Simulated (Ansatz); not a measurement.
FH₆NOSi₂ (`N[SiH2][SiH](O)F`), relaxed with RKS PBE0-D4/def2-TZVP in Ansatz 0.2.0 from a PBE-D4/def2-SVP geometry. The force threshold is 0.005 eV/Å; the program also tests the step.

The species carries charge 0 and has multiplicity 1.

Start:

```xyz
11

N     0.944    0.813   -0.999
Si    0.756   -0.800   -0.248
Si   -1.239   -0.351    0.939
O    -1.417    1.263    0.552
F    -0.983   -0.566    2.549
H     0.416    0.957   -1.869
H     1.909    1.124   -1.159
H     0.745   -1.960   -1.218
H     1.937   -0.964    0.669
H    -2.507   -1.087    0.630
H    -0.561    1.572    0.154
```

**Question.** By how much does the energy fall, and how many steps does the optimiser take? (Estimate.)

**Answer.** The calculation gave: 11.10 kJ/mol, in 11 steps, 1 of them rejected.

**Question.** Which bonds change most? (Best estimate.)

**Answer.** Ansatz gave: N1–Si2 from 1.789 to 1.742 Å; Si3–F5 from 1.645 to 1.603 Å; Si3–O4 from 1.669 to 1.639 Å; O4–H11 from 0.993 to 0.964 Å.

**Question.** Give the relaxed structure. (An estimate is asked.)

**Answer.** Ansatz gave: 
```xyz
11

N     1.062    0.750   -1.072
Si    0.780   -0.762   -0.253
Si   -1.216   -0.340    0.920
O    -1.546    1.236    0.609
F    -0.976   -0.574    2.487
H     0.456    0.991   -1.843
H     2.014    0.987   -1.307
H     0.702   -1.961   -1.141
H     1.929   -0.957    0.670
H    -2.431   -1.117    0.581
H    -0.773    1.748    0.348
```
